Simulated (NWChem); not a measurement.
System: disulfane (H2S2); SMILES SS

Results from NWChem. Pople sets run with spherical d functions. Structure relaxed at the PBE0/def2-SVP level. Level BLYP/6-31G*: energy and gradient; each run changes one setting, and changes count from the defaults (medium grid, exact Coulomb integrals, symmetry on).

**Question.** Which setting moves the energy most, and by about how much (coarse grid; Coulomb fitting, Weigend set; Becke weights; defaults; tight SCF thresholds and tolerances)?

**Answer.** Coulomb fitting, Weigend set, by about 200 μHa.
| setting | size of the energy change (μHa) | largest change of a gradient component (μHa/bohr) |
|---|---|---|
| defaults | < 10 | < 30 |
| Becke weights | < 10 | < 30 |
| coarse grid | 10 | 200 |
| tight SCF thresholds and tolerances | < 10 | < 30 |
| Coulomb fitting, Weigend set | 200 | 80 |
